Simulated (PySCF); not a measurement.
Unknown compound

Molecular formula: C$_{2}$H$_{10}$N$_{2}$OSi$_{2}$. Simulated spectra:

$^{1}$H NMR (600 MHz, computed): δ 5.53 (m, 1H), 5.14 (m, 1H), 4.78 (m, 1H), 3.92 (m, 1H), 3.87 (m, 1H), 3.53 (m, 1H), 3.27 (m, 1H), 0.23 (br s, 2H), -0.34 (br s, 1H).

$^{13}$C{$^{1}$H} NMR (computed): δ 66.4 (CH2), 63.3 (CH2).

One conformer, equivalent nuclei averaged, isolated molecule, relativity neglected. Shielding tensors at PBE0/pcSseg-1 (GIAO); GFN2-xTB structure; PySCF 2.14.0 with density-fitted response routines.

δ = σ(ref) − σ, references computed at the same level: $^{1}$H and $^{13}$C vs TMS.

Q: Propose a structure and justify it.

A: 
1. Rings plus π bonds: 1 (1 ring in the answer).
2. 2 carbon signals for 2 carbons: no two carbons are equivalent.
3. Carbon types of the structure: 2 × CH2, leaving 6 H on heteroatoms.
4. δC 66.4, 63.3: sp3 CH2 bonded to O and Si; the inductive effect lowers its shielding.
5. δH 5.53: hydrogen on a silicon bonded to C, 2 N, in a 6-membered ring.
6. δH 5.14, 4.78: hydrogen on a silicon bonded to C, N, in a 6-membered ring.
7. δH 3.92, 3.87, 3.53, 3.27: hydrogen on an sp3 CH2 bonded to O and Si; its carbon carries O, hence the downfield position.
8. δH 0.23: hydrogen on a nitrogen bonded to Si; exchangeable; this is the value without hydrogen bonding to other molecules.
9. δH -0.34: hydrogen on a nitrogen bonded to 2 Si, in a 6-membered ring; exchangeable; this is the value without hydrogen bonding to other molecules.

The compound is `C1OC[Si@@H](N)N[SiH2]1`.

The data come from this structure; uniqueness wasn't tested.

OH and NH positions are those of a molecule without intermolecular hydrogen bonds; in solution they move with solvent, concentration and temperature, and exchange usually removes their couplings. Shifts are as computed. Against solution values, carbons near 30 ppm lie about +3 ppm off and those near 130 ppm about +5 ppm. Of 1211 compounds with measured shifts, 218 miss one by over three times the rms of a fit or turn the order of signals round; such compounds aren't used in these exercises. Multiplicities follow the n + 1 count of equivalent neighbours, as no J values were calculated; m marks all less simple cases, F and P coupling included.
